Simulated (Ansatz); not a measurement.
Start from `[F][SnH]([Cl])[O]C(F)(F)F` and change one atom or group to get `FC(F)(F)OBCl`.

Ansatz, PBE0-D4/def2-TZVP geometries, multiplicity 1. Each molecule was computed in one conformer, which needn't be the lowest.

Elements past krypton have def2 core potentials.

| property | `[F][SnH]([Cl])[O]C(F)(F)F` |
| --- | --- |
| HOMO energy (ωB97M-V/def2-TZVPP) / eV | -12.32 |
| HOMO–LUMO gap (B3LYP/def2-TZVPP) / eV | 7.09 |
| HOMO energy (B3LYP/def2-TZVPP) / eV | -9.73 |
| LUMO energy (B3LYP/def2-TZVPP) / eV | -2.65 |
| LUMO energy (PBE0/def2-TZVPP) / eV | -2.30 |
| HOMO energy (PBE/def2-TZVPP) / eV | -8.48 |

What does the change do to each property? (Estimate.)

The calculation gave: 
```tsv
property	`FC(F)(F)OBCl`	shift
HOMO energy (ωB97M-V/def2-TZVPP) / eV	-11.84	0.48
HOMO–LUMO gap (B3LYP/def2-TZVPP) / eV	7.78	0.69
HOMO energy (B3LYP/def2-TZVPP) / eV	-9.27	0.46
LUMO energy (B3LYP/def2-TZVPP) / eV	-1.49	1.16
LUMO energy (PBE0/def2-TZVPP) / eV	-1.26	1.04
HOMO energy (PBE/def2-TZVPP) / eV	-8.07	0.41
```

With PBE0 the HOMO rises by 0.48 eV and the LUMO rises by 1.04 eV, so the gap widens by about 0.56 eV. PBE moves the HOMO by 0.41 eV and ωB97M-V by 0.48 eV.

B3LYP here is the variant with VWN-RPA as its local correlation; programs differ in this.
